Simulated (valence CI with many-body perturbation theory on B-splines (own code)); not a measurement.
# Which ion has this spectrum?

A relativistic CI+MBPT calculation for an atom or ion with 5 electrons gives these levels (cm⁻¹):

| J | Parity | E | g |
| --- | --- | --- | --- |
| 1/2 | odd | 0 | 0.66 |
| 3/2 | odd | 4887 | 1.33 |
| 1/2 | even | 145130 | 2.67 |
| 3/2 | even | 146841 | 1.73 |
| 5/2 | even | 149324 | 1.60 |
| 5/2 | even | 259741 | 1.20 |
| 3/2 | even | 259764 | 0.80 |
| 1/2 | even | 332841 | 1.98 |
| 1/2 | even | 354232 | 0.69 |
| 3/2 | even | 357113 | 1.33 |
| 3/2 | odd | 460855 | 2.00 |
| 5/2 | odd | 520046 | 1.20 |
| 3/2 | odd | 520110 | 0.80 |
| 1/2 | odd | 585270 | 0.66 |

The energies are calculated, with errors of perhaps 300 cm⁻¹, more in some levels.

Problem. Which is it?
A. Ne5+
B. Al8+
C. P10+
D. Mg7+

Solution. B. Al8+, ground level 2s2 2p 2P°_1/2.
